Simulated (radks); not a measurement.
The numbers below are computed, except where a source is named.
Question: The iodine ion I2+, 51 electrons, occupied as [Kr] 4d10 5s2 5p3 (the NIST ground configuration). Level of theory: Dirac Kohn-Sham, PBE, spin-unpolarised, spherical densities, point nucleus; open shells fill j = l - 1/2 first (a radial shooting solver on a logarithmic mesh with Libxc functionals). Some entries of the table are withheld. Estimate them.

orbital,occ.,eigenvalue (eV),r(max) (bohr)
1s1/2,2,-32981.20,0.01753
2s1/2,2,-5111.060,0.09925
2p1/2,2,-4796.499,0.07613
2p3/2,4,-4497.758,0.08093
3s1/2,2,-1047.735,0.2858
3p1/2,2,-917.7228,0.2723
3p3/2,4,-861.5017,0.2829
3d3/2,4,-632.5372,(1)
3d5/2,6,-620.7157,(2)
4s1/2,2,(3),0.6808
4p1/2,2,-155.1381,0.6988
4p3/2,4,-144.1856,0.7230
4d3/2,4,-71.2583,0.7732
4d5/2,6,-69.5382,0.7817
5s1/2,2,-35.7959,1.675
5p1/2,2,-25.2080,1.886
5p3/2,1,-23.9232,1.958

Answer: 
(1) 3d3/2 r(max) (bohr): 0.2300
(2) 3d5/2 r(max) (bohr): 0.2330
(3) 4s1/2 eigenvalue (eV): -200.5072
